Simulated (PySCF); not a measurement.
# InF(OH) + H₂O → In(OH)₂ + HF

Level: PBE0 in the def2-TZVP basis family, computed in PySCF with density fitting; scalar-relativistic core potentials for atoms from Rb on, none lighter, no spin–orbit coupling; open shells unrestricted.

```json
{"species": "InF(OH)", "state and structure": "doublet, Cs, In–F 1.961 Å, In–O 2.006 Å, O–H 0.962 Å; F–In–O 115.0°, H–O–In 112.4°", "E (Eh)": "-365.73282", "ZPE (kJ/mol)": "36.7", "H(298 K) − H(0) (kJ/mol)": "14.2", "S° (J/(mol K))": "304.4"}
{"species": "H₂O", "state and structure": "singlet, C2v, O–H 0.960 Å (×2); H–O–H 105.1°", "E (Eh)": "-76.37736", "ZPE (kJ/mol)": "56.5", "H(298 K) − H(0) (kJ/mol)": "9.9", "S° (J/(mol K))": "188.7"}
{"species": "In(OH)₂", "state and structure": "doublet, C2v, In–O 2.004 Å (×2), O–H 0.961 Å (×2); H–O–In 112.8° (×2), O–In–O 113.6°", "E (Eh)": "-341.70408", "ZPE (kJ/mol)": "65.9", "H(298 K) − H(0) (kJ/mol)": "15.7", "S° (J/(mol K))": "306.5"}
{"species": "HF", "state and structure": "singlet, C∞v, H–F 0.920 Å", "E (Eh)": "-100.39188", "ZPE (kJ/mol)": "24.9", "H(298 K) − H(0) (kJ/mol)": "8.7", "S° (J/(mol K))": "173.6"}
```

(1) What is the electronic reaction energy?

(2) Add zero-point, thermal and entropy terms for 298.15 K and 1 bar.

Results:

(1) At PBE0/def2-TZVP, ΔE = 37.3 kJ/mol from the differences of the total energies times 2625.5, uphill. 

(2) ΔZPE = -2.4 and Δ[H(298) − H(0)] = 0.3 kJ/mol give ΔH° = 35.2 kJ/mol. ΔS° = -13.0 J/(mol K), so ΔG° = 35.2 − 298.15 × (-0.0130) = 39 kJ/mol and log₁₀K = -6.8.

The structures come from searches over a few start shapes, so lower isomers are not excluded.
